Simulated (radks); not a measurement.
Results of a calculation; reference values are marked as such.
Q: The mean radii <r> (bohr) of the occupied orbitals of an atom or ion are listed with their occupations. Level of theory: scalar-relativistic Kohn-Sham, BLYP, spin-polarised, spherical densities, finite nucleus; Fermi nuclear charge, rms radius of each element as measured or else 0.836 A^(1/3) + 0.57 fm (a radial shooting solver on a logarithmic mesh with Libxc functionals).

orbital  occ.      <r>
1s          2  0.04241

Name the element and its charge. Open shells, if any, are filled with parallel spins first.

A: Z = 35, bromine, charge +33: Br33+ in [He]. The 1s radius gives Z: for a bare nucleus <r> = (2 gamma + 1)/(2Z) with gamma = sqrt(1 - (Z/c)^2), 0.04191 bohr for Z = 35, and screening makes it slightly larger (0.04241 here). The occupations add up to 2, and the charge is Z minus that.
